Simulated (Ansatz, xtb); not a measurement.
# C5H9PS: which of two isomers lies lower

We compare X, `CC1=CCC[P@@H]1=S`, a singlet, with Y, `CP1(=S)CC=CC1`, a singlet. Both are isolated molecules in the gas phase, relaxed with PBE0-D3(BJ)/def2-SVP; the shapes shown needn't be the lowest conformers.

X (Å):

```xyz
16

C     0.4786   -0.3568   -1.9333
C     0.8674    0.8576   -1.1683
C     0.3202    1.3600   -0.0521
C     0.9101    2.6146    0.5326
C     1.8179    3.2560   -0.5242
P     2.2423    1.9218   -1.7167
S     2.4100    2.3295   -3.6097
H     0.3371   -0.0995   -2.9953
H    -0.4475   -0.8024   -1.5433
H     1.2738   -1.1201   -1.8973
H    -0.5209    0.8686    0.4504
H     1.4824    2.3613    1.4434
H     0.1208    3.3100    0.8615
H     2.7157    3.7421   -0.1186
H     1.2730    3.9990   -1.1271
H     3.3937    1.2969   -1.1444
```

Y (Å):

```xyz
16

C    -2.6290   -0.4890   -1.3257
C    -0.1981    0.9968   -1.8009
C    -0.8253    2.3040   -2.1873
C    -1.7411    2.2718   -3.1659
C    -2.0417    0.9320   -3.7709
P    -1.3124   -0.2688   -2.5652
S    -0.5375   -1.9199   -3.2360
H    -2.2147   -1.0461   -0.4738
H    -3.4326   -1.0889   -1.7753
H    -3.0211    0.4829   -0.9908
H    -0.1089    0.8452   -0.7135
H     0.8082    0.8635   -2.2334
H    -0.5281    3.2349   -1.6956
H    -2.2422    3.1746   -3.5272
H    -3.1151    0.7395   -3.9258
H    -1.5389    0.7810   -4.7413
```

Energies in hartree; the thermal terms are from GFN2-xTB frequencies at re-optimised GFN2-xTB minima (ideal gas, soft modes damped towards free rotors, one conformer each, 298.15 K, 1 atm) and include the zero-point energy:

|  | X | Y |
| --- | --- | --- |
| E, CCSD(T)/def2-SVP | −933.518711 | −933.526884 |
| E, MP2/def2-SVP | −933.408298 | −933.417512 |
| E, MP2/def2-TZVPP | −934.117700 | −934.130788 |
| zero-point energy | 0.125104 | 0.124941 |
| H(298 K) − E | 0.134348 | 0.134233 |
| G(298 K) − E | 0.091687 | 0.091889 |

Q: Correct the CCSD(T) difference for the basis set by the MP2 change, then work out ΔE, ΔE₀, ΔH and ΔG for X → Y in kJ/mol (1 Eh = 2625.50 kJ/mol) and the equilibrium ratio [Y]/[X].

A: 1. Differences Y − X: CCSD(T) −0.008173, MP2 in the small set −0.009214, MP2 in the large set −0.013088 Eh.
2. ΔE = −0.008173 + (−0.013088 − (−0.009214)) = −0.012047 Eh = −31.63 kJ/mol.
3. ΔE₀ = ΔE + ΔZPE = −0.012047 + (−0.000163) Eh = −32.06 kJ/mol.
4. ΔH = ΔE + (−0.000115) Eh = −31.93 kJ/mol.
5. ΔG = ΔE + (+0.000202) Eh = −31.10 kJ/mol, so ΔS = (ΔH − ΔG)/T = −2.8 J/(mol K).
6. kT = 0.9442 mEh, so K = [Y]/[X] = exp(−ΔG/kT) = exp(+12.55) ≈ 2.8 × 10^5.

Structure Y is favoured at this temperature. An error of 4 kJ/mol in ΔG would change K by a factor of 5. GFN2-xTB gave ΔE the other sign. Mirror images and further conformers aren't counted.

As drawn, Y has 1 C–P, 1 C–H in place of 1 C–C, 1 P–H.

Other levels gave ΔE = +6.0 (GFN2-xTB); −31.3 (HF/STO-3G, GFN2-xTB geometries); −26.2 (r2SCAN-D4/def2-SVP, GFN2-xTB geometries); −25.6 (PBE0-D3(BJ)/def2-SVP); −21.6 (HF/def2-SVP); −24.2 (MP2/def2-SVP); −21.5 (CCSD(T)/def2-SVP) kJ/mol. The correlated steps freeze 15 core orbitals. Programs: Ansatz 0.2.0, xtb 6.7.1.
